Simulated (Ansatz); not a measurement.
H4OSi2, SMILES `O=[SiH][SiH3]` (charge 0, multiplicity 1).

Method: HSE06/cc-pVTZ // B3LYP-D3(BJ)/def2-TZVP in Ansatz (a program for electronic structure).

Ansatz 0.2 input:
```yaml
crystal:
  periodic: [false, false, false]
  atoms:
    - { symbol: O, position_ang: [2.245525, -1.037162, 0.574337] }
    - { symbol: Si, position_ang: [1.340333, 0.015591, -0.057273] }
    - { symbol: Si, position_ang: [-1.010476, -0.040667, 0.068952] }
    - { symbol: H, position_ang: [1.890157, 1.173124, -0.821308] }
    - { symbol: H, position_ang: [-1.438644, -1.126213, 0.973616] }
    - { symbol: H, position_ang: [-1.539839, -0.259095, -1.298727] }
    - { symbol: H, position_ang: [-1.487056, 1.274422, 0.560401] }
basis:
  gaussian: { orbitals: cc-pVTZ }
hamiltonian:
  xc: hse06
```

Output:

```
Functional definition: HSE06
975 factors; their error is unknown
85 factors; integrals over basis functions are off by at most 1.3e-6 eV
mean field evaluation 1: about -17851.2870 eV, gradient 6.4e1 eV
mean field evaluation 2: about -17736.2337 eV, gradient 2.0e2 eV
mean field evaluation 4: about -17858.6080 eV, gradient 9.0e0 eV
mean field evaluation 8: about -17858.8314 eV, gradient 1.4e-1 eV
mean field evaluation 16: about -17858.8939 eV, gradient 4.9e-5 eV
mean field -17858.89386585 eV, -656.3022443771 hartree, gradient 4.9e-5 eV, S^2 0.000000; 0 other end points of the search recorded, 0 dependent functions left out
reference -17858.89390658 eV, -656.3022458739 hartree; 20, 20 occupied and 134, 134 virtual orbitals, 975 factors
Total energy: -17858.89390658 eV, -656.3022458739 hartree
```
